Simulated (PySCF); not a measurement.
Fill in the blanks.

C6H6O3.
Structure used (PBE0-D3(BJ)/def2-SVP), in Å, numbered top down from 1:
```xyz
15
C6H6O3 angstrom
C     -2.8429    0.1891   -0.2863
O     -1.4473    0.4233   -0.2974
C     -0.6906   -0.5611    0.2063
O     -1.1429   -1.5882    0.6472
C      0.7384   -0.2258    0.1530
C      1.3825    0.9564   -0.3418
C      2.7131    0.7527   -0.1523
O      2.9300   -0.4573    0.4181
C      1.7419   -1.0431    0.5993
H     -3.3063    1.0613   -0.7618
H     -3.2136    0.0764    0.7437
H     -3.0922   -0.7268   -0.8423
H      0.8999    1.8278   -0.7759
H      3.5986    1.3469   -0.3610
H      1.7314   -2.0314    1.0512
```

```csv
property,level,value
"rotational constants A, B, C",PBE0-D3(BJ)/def2-SVP,"4.699, 1.034, 0.852 GHz"
dipole moment,CAM-B3LYP/def2-SVPD,2.17 D
HOMO energy,CAM-B3LYP/def2-SVPD,-8.42 eV
LUMO energy,CAM-B3LYP/def2-SVPD,0.14 eV
lowest singlet excitation,TDDFT CAM-B3LYP/def2-SVPD,"5.50 eV (225 nm, f = 0.000)"
strongest line among the 10 lowest singlet transitions,TDDFT CAM-B3LYP/def2-SVPD,?
lowest triplet excitation (Tamm–Dancoff),TDA CAM-B3LYP/def2-SVPD,?
static isotropic polarisability,CAM-B3LYP/def2-SVPD,78.6 au
vertical ionisation energy,ΔSCF CAM-B3LYP/def2-SVPD,9.20 eV
electronic spatial extent ⟨r²⟩ about the centre of nuclear charge,CAM-B3LYP/def2-SVPD,1290 bohr²
13C chemical shifts (computed TMS as zero) by class,GIAO PBE/pcSseg-1,?
1H chemical shifts (computed TMS as zero) by class,GIAO PBE/pcSseg-1,"7.93 (H15), 7.19 (H14), 6.69 (H13), 3.81 (H10/H11/H12) ppm"
"isotropic shieldings of nuclei other than C and H, by class",GIAO PBE/pcSseg-1,?
largest of the computed one-bond spin–spin couplings (means over like bonds),"B3LYP/pcJ-1, spin–dipole term left out","13C–1H +218.8 (C9–H15), 13C–1H +214.4 (C7–H14), 13C–1H +189.8 (C6–H13), 13C–1H +151.9 (C1–H10 and 2 like it) Hz"
core binding energies,"ΔSCF SCAN, pcX-2 on the ionised atom, pcseg-1 elsewhere, spin-free X2C","C1s 290.8 (C6), C1s 290.9 (C5), C1s 291.9 (C7), C1s 291.9 (C9), C1s 292.6 (C1), C1s 294.4 (C3), O1s 537.3 (O4), O1s 539.3 (O2), O1s 540.4 (O8) eV"
```

Gas-phase values; electronic properties from PySCF, density fitting. Geometry: PBE0-D3(BJ)/def2-SVP, one conformer, isolated molecule. NMR classes are plain means over equivalent atoms (diastereotopic ones count apart unless rotation or inversion swaps them), as if these changed places fast; in this geometry the members of some classes differ.

Q: Give the lowest triplet excitation (Tamm–Dancoff).

A: 3.81 eV.

Q: The 13C chemical shifts (computed TMS as zero) by class?

A: 163.0 (C3), 149.3 (C9), 144.0 (C7), 123.5 (C5), 114.0 (C6), 52.3 (C1) ppm.

Q: The strongest line among the 10 lowest singlet transitions?

A: S5 at 6.98 eV (178 nm, f = 0.611).

Q: What are the isotropic shieldings of nuclei other than C and H, by class?

A: -74 (O4), 17 (O8), 135 (O2) ppm.

The principal polarisabilities are 51.3, 81.3 and 103.2 au; their mean is the isotropic value. The polarisability is 11.65 Å³ as a volume (1 au = 0.148185 Å³), or 1.19 au for each of the 66 electrons. The dipole matches unit charges of opposite sign 0.45 Å apart (1 e·Å = 4.8032 D). The ΔSCF ionisation energy exceeds −ε(HOMO) by 0.78 eV with CAM-B3LYP. In wavenumbers S1 is 44400 cm⁻¹ (1 eV = 8065.54 cm⁻¹). The largest Löwdin shares of the HOMO are 0.27 on C7, 0.25 on C9, 0.15 on C5 and 0.15 on C6.
